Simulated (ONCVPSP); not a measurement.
Configuration tests for lanthanum (ONCV)

ONCVPSP 4.0.1 input, shortened (lines: element, Z, core and valence counts, functional; n l f; lmax; l rc ep ncon nbas qcut; lloc lpopt rc5 dvloc0; l nproj debl; icmod fcfact rcfact), PBE, scalar-relativistic:

```
  La 57.00    9    4        4      upf
    1    0    2.00
    2    0    2.00
    2    1    6.00
    3    0    2.00
    3    1    6.00
    3    2   10.00
    4    0    2.00
    4    1    6.00
    4    2   10.00
    5    0    2.00
    5    1    6.00
    5    2    1.00
    6    0    2.00
    3
    0    2.35    0.00    4    8    5.40
    1    1.90    0.00    4    8    4.30
    2    4.00    0.00    4    9    3.50
    3    3.75    0.37    3    7    3.20
    4    5    1.45    3.00
    0    2    2.50
    1    2    3.60
    2    2    0.70
    3    2    3.70
    4    0.65    0.00
```

In the f channel the program set the typed energies aside and used -0.160, 3.540 Ha.

Energies are relative to the spin-unpolarised reference configuration 5s2 5p6 5d1 6s2; without spin polarisation the order of configurations can differ from experiment.

```
valence configuration  charge  ΔE all-electron (eV)  error AE − PS (meV)
      5s2 5p6 5d1 6s1      +1                 5.966                 -1.8
      5s2 5p6 5d1 6s0      +2                16.854                  -11
      5s2 5p6 5d2 6s0      +1                 6.034                  +12
```

What are ΔE and the potential's error for 5s2 5p6 5d0 6s0?

ΔE = 35.804 eV all-electron; the error (AE − PS) is +67 meV.

Note: no bound ghost flagged; GHOST(+) flagged for s at 71.2 eV, p at 201.0 eV, f at 244.0 eV.
